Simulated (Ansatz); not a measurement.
```xyz
4

Si   -0.0100   -0.0008    0.0791
H     1.4176    0.0053   -0.3659
H    -0.7138    1.2317   -0.3806
H    -0.7144   -1.2348   -0.3806
```

Basis set: def2-TZVP (spherical functions). Frozen core: 5 orbitals. Charge 0, multiplicity 2.

Computed with Ansatz (development build ahead of 0.2.0); each method stands on the lowest determinant of its kind that the runs found.

(1) Give the atomization energy at this shape (free ground-state atoms in the same class of orbitals less the molecule, no zero-point energy) of doublet SiH3 by UHF-MP2, UHF.

## Answers

(1)

| method | atomization energy |
| --- | --- |
| UHF-MP2 | 9.21 eV |
| UHF | 7.79 eV |
